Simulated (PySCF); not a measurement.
## Ionising SiSb

r²SCAN; Si def2-TZVPPD, Sb def2-TZVPPD with ECP28; scalar-relativistic core potentials (PySCF 2.14). Neutral (UKS): doublet (π ↑), Re = 2.384 Å, ωe = 420 cm⁻¹, De = 2.87 eV, HOMO -5.59 eV, LUMO -4.95 eV.

SiSb⁺ (UKS): triplet (π ↑↑), Re = 2.533 Å, ωe = 348 cm⁻¹, De = 3.12 eV to Si⁺ + Sb. The energies at the minima are -529.75679 hartree for SiSb and -529.46031 for SiSb⁺.

(1) Work out the adiabatic ionisation energy, without and with harmonic zero-point energies (1 hartree = 27.2114 eV, 1 eV = 8065.5 cm⁻¹), and the change of the bond length.

SiSb⁻ (UKS): singlet (closed shell), Re = 2.308 Å, ωe = 461 cm⁻¹, De = 4.20 eV to Si⁻ + Sb. The energies at the minima are -529.75679 hartree for SiSb and -529.85498 for SiSb⁻.

(2) Work out the adiabatic electron affinity, without and with harmonic zero-point energies (1 hartree = 27.2114 eV, 1 eV = 8065.5 cm⁻¹), and the change of the bond length.

Spin–orbit coupling is left out, which matters for elements this heavy, above all for dissociation energies. For an ion De counts to the pair picked by the measured ionisation energies or electron affinities, which need not be the lowest pair at this level. States were picked by a PBE0 search and need not be the measured ground states.

Results:

(1) At r²SCAN: 0.29648 hartree = 8.068 eV between the minima; the zero-point term (348.0 − 420.0)/2 cm⁻¹ = -0.004 eV makes it 8.063 eV. Re changes by +14.9 pm against the neutral. The electron leaves a π orbital, and the longer bond of the ion fits a bonding orbital, or a change in how ionic the bond is.

(2) At r²SCAN: 0.09819 hartree = 2.672 eV between the minima; the zero-point term (420.0 − 461.0)/2 cm⁻¹ = -0.003 eV makes it 2.669 eV. Re changes by -7.6 pm against the neutral. The electron enters a π orbital; the charge polarises the partner, so the anion is bound more strongly.
